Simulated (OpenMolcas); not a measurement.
An OpenMolcas run meant for neutral beryllium (ANO-R3, X2C; inactive shells 1s; intended active space 2 electrons in 8 orbitals (2s 2p 3s 3p)). One step of its input:

```
&RASSCF
FileOrb=start.orb
Symmetry=1
Spin=3
nActEl=2 0 0
Inactive=1 0
Ras2=2 6
CIRoot=21 21 1
SDav=16
CIMx=300
Iter=82 100
PrWF=0.3
OrbListing=Nothing
MaxOrb=0
Atom
CIOnly
>>> COPY $Project.JobIph JOB001
```

Lines from the output:

```
...
      Number of secondary orbitals              25
      Spin quantum number                      1.0
      State symmetry                             1
Orbital specifications:
      -----------------------

      Symmetry species                           1   2
                                                ag  au
      Frozen orbitals                            0   0
      Inactive orbitals                          1   0
      Active orbitals                            2   6
      RAS1 orbitals                              0   0
      RAS2 orbitals                              2   6
      RAS3 orbitals                              0   0
      Secondary orbitals                        12  13
      Deleted orbitals                           0   0
      Number of basis functions                 15  19
      Number of CSFs                            16
      Number of root(s) required                21
 ************ ERROR ***********
  You can't ask for more roots
  than there are configurations
 ******************************
--- Stop Module: rasscf at  /rc=_RC_INPUT_ERROR_ ---
.####################.
.# User input error #.
.####################.
```

**Question.** What is wrong with the input?

**Answer.** CIRoot asks for more roots than the active space has configuration state functions.
